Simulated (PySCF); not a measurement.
C2H8GeO, SMILES [CH3][GeH]([CH3])[OH]. Atoms are numbered in the order given.

```xyz
12

Ge    -0.2768     0.0397     0.0000
C      0.3363    -0.8923     1.6157
C      0.3363    -0.8923    -1.6157
O      0.3259     1.7362     0.0000
H     -1.8077     0.2216     0.0000
H      1.4339    -0.9829     1.6194
H      0.0259    -0.3431     2.5170
H     -0.0929    -1.9059     1.6560
H      0.0259    -0.3431    -2.5170
H      1.4339    -0.9829    -1.6194
H     -0.0929    -1.9059    -1.6560
H      1.2900     1.7905     0.0000
```
Charge 0, spin multiplicity 1.

Geometry: B3LYP-D3(BJ)/def2-SVP. Other conformers were not sampled.

These are PBE/def2-TZVP in PySCF values and carry that method's errors.

ESP charges are fitted to the potential on shells at 1.4 to 2.0 van der Waals radii. Atomic charges (e):

| atom | ESP fit | IAO | Löwdin | Mulliken |
|---|---|---|---|---|
| Ge1 | 0.93 | 0.96 | 0.39 | 0.42 |
| C2 | -0.83 | -0.71 | ? | -0.48 |
| C3 | -0.83 | -0.71 | ? | -0.48 |
| O4 | -0.74 | -0.75 | ? | -0.53 |
| H5 | -0.14 | -0.10 | ? | -0.02 |
| H6 | 0.20 | 0.15 | 0.12 | 0.13 |
| H7 | 0.20 | 0.16 | 0.13 | 0.15 |
| H8 | 0.20 | 0.16 | 0.13 | 0.13 |
| H9 | 0.20 | 0.16 | 0.13 | 0.15 |
| H10 | 0.20 | 0.15 | 0.12 | 0.13 |
| H11 | 0.20 | 0.16 | 0.13 | 0.13 |
| H12 | 0.40 | 0.35 | 0.16 | 0.29 |

**Question.** Complete the blanks. (The exact figures need the calculation; the answer reports its results.)

**Answer.** 
- C2, Löwdin: -0.51
- C3, Löwdin: -0.51
- O4, Löwdin: -0.24
- H5, Löwdin: -0.05
